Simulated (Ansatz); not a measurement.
C2H7BOS can be A, `CCOBS`, or B, `CC(S)BO`.

Gas-phase electronic energies from Ansatz, PBE0-D4/def2-TZVP geometries. CCSD(T)/CBS is the MP2 limit (def2-TZVPP, def2-QZVPP) plus CCSD(T) − MP2 in def2-TZVPP, frozen cores. DFT in def2-TZVPP. B3LYP here is the variant with VWN-RPA as its local correlation; programs differ in this. Each species was taken in one conformer, which may not be the lowest.

Which is lower in electronic energy at CCSD(T)/CBS, and by how much? (Best estimate.)

Ansatz gave: A, by 9.7 kcal/mol.

Give E(B) − E(A) in kcal/mol with B2PLYP, PBE0-D4, CCSD(T)/def2-TZVPP, B3LYP, r2SCAN-D4, CCSD/def2-TZVPP, PBE-D4. (An estimate is asked.)

The calculation gave: B2PLYP 11.9, PBE0-D4 10.4, CCSD(T)/def2-TZVPP 10.4, B3LYP 13.1, r2SCAN-D4 11.1, CCSD/def2-TZVPP 10.9, PBE-D4 10.2. None reverses the order clearly.

Largest T1 diagnostic: 0.013.

The D4 term adds −1.6 kcal/mol with B3LYP and −0.8 kcal/mol with PBE0; it sums over pairs of atoms, weighted by their polarisabilities, and B3LYP, whose exchange is more repulsive, gets the larger term. In def2-TZVPP, CCSD(T) changes the Hartree–Fock value by −4.6 kcal/mol (the triples alone add −0.5 kcal/mol) and MP2 by −5.8 kcal/mol.
